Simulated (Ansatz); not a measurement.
Reaction (redistribution): `FCN[SiH2]Cl` + `BC(=C)CI` → `Cl[SiH2]CI` + `BC(=C)NCF`

Calculated with Ansatz (gas phase, PBE0-D4/def2-TZVP geometries, no zero-point term in ΔE). CCSD(T)/CBS adds triple-zeta CCSD(T) − MP2 to the extrapolated MP2 energy (def2 sets, frozen cores). Functionals use def2-TZVPP. B3LYP here is the variant with VWN-RPA as its local correlation; programs differ in this. Elements past krypton have def2 core potentials. For I outer-core shells are correlated without core-valence functions, which leaves a few kJ/mol of doubt a bond. One conformer a species, not always the lowest.

`FCN[SiH2]Cl`:

Z-matrix (Å, degrees):
```
C
N 1 1.409
F 1 1.392 2 111.7
H 1 1.093 2 110.4 3 118.6
H 1 1.093 2 111.9 3 -118.7
Si 2 1.709 1 125.3 3 -100.3
H 2 1.008 1 114.8 3 79.5
Cl 6 2.064 2 113.0 1 -91.8
H 6 1.478 2 109.0 1 150.4
H 6 1.477 2 108.2 1 25.7
```

`BC(=C)CI`:

```xyz
11

B     0.984    1.088    0.576
C     0.034   -0.067    0.196
C     0.067   -1.198    0.918
C    -0.939    0.080   -0.920
I     0.099    0.059   -2.814
H     1.789    0.918    1.443
H     0.905    2.154    0.038
H     0.773   -1.313    1.733
H    -0.602   -2.035    0.726
H    -1.665   -0.729   -0.982
H    -1.444    1.043   -0.915
```

`Cl[SiH2]CI`:

Cartesian coordinates in Å:
```
Cl -1.264 1.631 1.269
Si 0.358 0.524 0.683
C -0.068 -0.467 -0.840
I -1.571 -1.924 -0.413
H 0.750 -0.374 1.791
H 1.455 1.471 0.359
H 0.799 -1.018 -1.207
H -0.459 0.157 -1.643
```

`BC(=C)NCF`:

```xyz
13

B     0.142   -1.589    1.350
C     0.233   -0.343    0.458
C     1.436    0.260    0.348
N    -0.892    0.060   -0.251
C    -0.897    1.141   -1.133
F    -0.211    0.884   -2.327
H     1.047   -1.853    2.081
H    -0.814   -2.311    1.292
H     2.238   -0.053    1.001
H     1.657    1.036   -0.378
H    -1.618   -0.628   -0.353
H    -1.922    1.392   -1.410
H    -0.400    2.003   -0.679
```

```json
{"level": "PBE-D4", "ΔE (kJ/mol)": "46.0", "difference from CCSD(T)/CBS": "-15.7"}
{"level": "r2SCAN-D4", "ΔE (kJ/mol)": "52.3", "difference from CCSD(T)/CBS": "-9.4"}
{"level": "PBE0-D4", "ΔE (kJ/mol)": "51.4", "difference from CCSD(T)/CBS": "-10.3"}
{"level": "B3LYP-D4", "ΔE (kJ/mol)": "57.6", "difference from CCSD(T)/CBS": "-4.1"}
{"level": "ωB97X-V", "ΔE (kJ/mol)": "56.2", "difference from CCSD(T)/CBS": "-5.5"}
{"level": "PBE", "ΔE (kJ/mol)": "46.6", "difference from CCSD(T)/CBS": "-15.1"}
{"level": "r2SCAN", "ΔE (kJ/mol)": "52.3", "difference from CCSD(T)/CBS": "-9.4"}
{"level": "PBE0", "ΔE (kJ/mol)": "51.8", "difference from CCSD(T)/CBS": "-9.9"}
{"level": "B3LYP", "ΔE (kJ/mol)": "58.5", "difference from CCSD(T)/CBS": "-3.2"}
{"level": "HF/def2-TZVPP", "ΔE (kJ/mol)": "76.0", "difference from CCSD(T)/CBS": "14.3"}
{"level": "MP2/def2-TZVPP", "ΔE (kJ/mol)": "65.6", "difference from CCSD(T)/CBS": "3.9"}
{"level": "CCSD/def2-TZVPP", "ΔE (kJ/mol)": "65.6", "difference from CCSD(T)/CBS": "3.9"}
{"level": "CCSD(T)/def2-TZVPP", "ΔE (kJ/mol)": "63.2", "difference from CCSD(T)/CBS": "1.5"}
{"level": "MP2/def2-QZVPP", "ΔE (kJ/mol)": "64.9", "difference from CCSD(T)/CBS": "3.2"}
{"level": "HF/CBS(def2)", "ΔE (kJ/mol)": "76.5", "difference from CCSD(T)/CBS": "14.8"}
{"level": "CCSD/CBS(def2)", "ΔE (kJ/mol)": "64.2", "difference from CCSD(T)/CBS": "2.5"}
{"level": "CCSD(T)/CBS", "ΔE (kJ/mol)": "61.7", "difference from CCSD(T)/CBS": "0"}
```

Largest T1 diagnostic among the species: 0.012.

In def2-TZVPP, CCSD(T) changes the Hartree–Fock value by −12.8 kJ/mol (the triples alone add −2.4 kJ/mol) and MP2 by −10.4 kJ/mol. From PBE to PBE0 (25 % exact exchange), in def2-TZVPP and without D4, ΔE moves by +5.2 kJ/mol.
